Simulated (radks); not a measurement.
Question: The gold ion Au43+, 36 electrons, occupied as [Kr]. Calculated with a radial shooting solver on a logarithmic mesh with Libxc functionals: Dirac Kohn-Sham, PBE, spin-unpolarised, spherical densities, point nucleus. Some entries of the table are withheld. Estimate them.

orbital,occ.,eigenvalue (eV),<r> (bohr)
1s1/2,2,(1),0.01686
2s1/2,2,-16289.65,0.07039
2p1/2,2,-15706.47,(2)
2p3/2,4,-13868.76,(3)
3s1/2,2,-5351.752,0.1810
3p1/2,2,-5095.987,(4)
3p3/2,4,-4677.709,(5)
3d3/2,4,(6),0.1615
3d5/2,6,(7),0.1660
4s1/2,2,-2480.789,0.3660
4p1/2,2,-2369.878,(8)
4p3/2,4,-2235.621,(9)

Answer: 
(1) 1s1/2 eigenvalue (eV): -82726.22
(2) 2p1/2 <r> (bohr): 0.05794
(3) 2p3/2 <r> (bohr): 0.06647
(4) 3p1/2 <r> (bohr): 0.1712
(5) 3p3/2 <r> (bohr): 0.1860
(6) 3d3/2 eigenvalue (eV): -4263.867
(7) 3d5/2 eigenvalue (eV): -4173.099
(8) 4p1/2 <r> (bohr): 0.3621
(9) 4p3/2 <r> (bohr): 0.3839
